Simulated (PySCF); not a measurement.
## NMR problem set

All values are calculated (PySCF 2.14): σ from GIAO-PBE0/pcSseg-1, geometry from GFN2-xTB. A single conformation, in vacuum, rapidly exchanging positions averaged, no relativistic terms.

Chemical shifts δ = σref − σ; 1H (σ = 31.72 ppm), 13C (σ = 186.93 ppm) against TMS, all at this level. Splittings of carbon signals by F and P are missing where no couplings were computed. Where no couplings were computed, multiplicities follow the n + 1 count of equivalent neighbours, and m marks all less simple cases (inequivalent or close neighbours, rings, F or P nearby). Shifts are as computed. Against solution values, carbons near 30 ppm lie about +3 ppm off and those near 130 ppm about +5 ppm. Of 1211 compounds with measured shifts, 218 miss one by over three times the rms of a fit or turn the order of signals round; such compounds aren't used in these exercises.

Question: C9H6N2. 1H NMR (400 MHz, computed): δ 8.14 (d, 1H), 8.11 (d, 1H), 7.41 (m, 1H), 7.28 (m, 1H), 7.24 (m, 1H), 7.06 (m, 1H). 13C{1H} NMR (computed): δ 143.2 (C), 129.4 (CH), 127.3 (CH), 126.3 (CH), 126.1 (CH), 120.5 (C), 119.5 (CH), 114.8 (CH), 89.6 (C). What is it?

Answer: `N#Cc1ccn2ccccc12`. The formula gives 8 degrees of unsaturation (2 rings in the answer). 9 carbon signals for 9 carbons: no two carbons are equivalent. Carbon types of the structure: 3 × C, 6 × CH, which accounts for all hydrogens. δC 129.4, 114.8: aromatic CH next to a ring nitrogen. δC 127.3, 126.3, 126.1, 119.5: aromatic CH. δC 120.5: nitrile carbon; C≡N carbons fall here, among the sp2 signals but without a proton. δC 89.6: substituted aromatic carbon.

The shifts were computed for this structure.

Question: C6H4FN. 1H NMR (500 MHz, computed): δ 7.34 (m, 1H), 5.95 (m, 1H), 3.25 (m, 2H). 13C{1H} NMR (computed): δ 171.2 (C), 158.4 (CH), 120.8 (C), 117.4 (C), 114.9 (CH), 40.1 (CH2). What is it?

Answer: `C1(C#N)=CCC=C1F`. Rings plus π bonds: 5 (1 ring in the answer). 6 carbon signals for 6 carbons: no two carbons are equivalent. Carbon types of the structure: 3 × C, 2 × CH, 1 × CH2, which accounts for all hydrogens. δC 171.2, 120.8: fully substituted alkene carbon. δC 158.4, 114.9: alkene CH; as expected for a trigonal carbon in a double bond. δC 117.4: nitrile carbon; C≡N carbons fall here, among the sp2 signals but without a proton. δC 40.1: allylic sp3 CH2; saturated and bonded to C and H only.

This is the structure that produced the data.
